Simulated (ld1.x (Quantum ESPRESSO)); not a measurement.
## Reading a pseudo-wave (Al (Z = 13))

Columns: radius, all-electron u(r) and pseudo u(r) of the 3p shell (level -2.70 eV) of aluminium in the configuration [Ne] 3s2 3p1; revPBE, scalar-relativistic, TM scheme, ld1.x (Quantum ESPRESSO) 7.5.

```tsv
r (bohr)	all-electron	pseudo
0.120	0.0925	-0.0032
0.240	0.1851	-0.0128
0.360	0.2123	-0.0286
0.480	0.1876	-0.0502
0.600	0.1322	-0.0771
0.720	0.0616	-0.1087
0.840	-0.0141	-0.1444
0.960	-0.0892	-0.1832
1.080	-0.1604	-0.2243
1.200	-0.2260	-0.2668
1.320	-0.2852	-0.3095
1.440	-0.3380	-0.3514
1.560	-0.3847	-0.3913
1.680	-0.4255	-0.4283
1.800	-0.4604	-0.4613
1.920	-0.4895	-0.4896
2.040	-0.5129	-0.5129
2.160	-0.5312	-0.5312
2.280	-0.5446	-0.5446
2.400	-0.5537	-0.5537
2.520	-0.5589	-0.5589
2.640	-0.5605	-0.5605
2.760	-0.5591	-0.5591
2.880	-0.5550	-0.5550
3.000	-0.5487	-0.5487
3.120	-0.5403	-0.5403
```

Task: How many radial nodes do the two functions have?

Result: The all-electron 3p function has n − l − 1 = 1; the pseudo-wave has 0, since the states of the same l below it are removed with the core.

Task: At about which radius was the pseudo-wave matched?

Result: 2.20 bohr. The columns agree to 0.0005 from 1.92 bohr on; several derivatives are matched, so the curves merge somewhat inside the radius.

Task: Is the pseudo-wave norm-conserving?

Result: Yes: the TM scheme keeps the norm inside the radius equal to the all-electron one, which fixes the energy derivative of the logarithmic derivative at the level.
